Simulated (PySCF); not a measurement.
Cost of excited-state runs on SMILES CB(C)c1ccc(N)c(C)c1, C$_{9}$H$_{14}$BN

Geometry:
| atom | x (Å) | y (Å) | z (Å) |
| --- | --- | --- | --- |
| C1 | -2.678 | 1.620 | 0.328 |
| B2 | -2.210 | 0.133 | 0.050 |
| C3 | -3.293 | -1.004 | -0.159 |
| C4 | -0.696 | -0.208 | -0.028 |
| C5 | -0.237 | -1.504 | -0.297 |
| C6 | 1.104 | -1.799 | -0.378 |
| C7 | 2.070 | -0.807 | -0.199 |
| N8 | 3.406 | -1.108 | -0.357 |
| C9 | 1.648 | 0.505 | 0.071 |
| C10 | 2.661 | 1.598 | 0.259 |
| C11 | 0.296 | 0.768 | 0.152 |
| H12 | -2.302 | 2.298 | -0.438 |
| H13 | -3.759 | 1.736 | 0.359 |
| H14 | -2.286 | 1.988 | 1.276 |
| H15 | -3.173 | -1.803 | 0.572 |
| H16 | -4.317 | -0.646 | -0.083 |
| H17 | -3.185 | -1.471 | -1.138 |
| H18 | -0.953 | -2.299 | -0.443 |
| H19 | 1.430 | -2.811 | -0.584 |
| H20 | 4.070 | -0.496 | 0.087 |
| H21 | 3.645 | -2.086 | -0.323 |
| H22 | 3.308 | 1.392 | 1.113 |
| H23 | 3.287 | 1.696 | -0.628 |
| H24 | 2.162 | 2.547 | 0.435 |
| H25 | -0.009 | 1.783 | 0.363 |

PySCF with density fitting, on 1 thread of an Intel Xeon 6975P-C, shared host. Command: `OMP_NUM_THREADS=1 python excited_run.py task.json out`

Q: How long does this run take, and how much memory?
- vibronic structure, BHandHLYP/def2-SVP; Tamm-Dancoff

A: 
```csv
run,level,basis functions,wall time,peak memory (GiB)
vibronic structure,BHandHLYP/def2-SVP,224,53 s,1.3
```
Times from a shared host are rough.
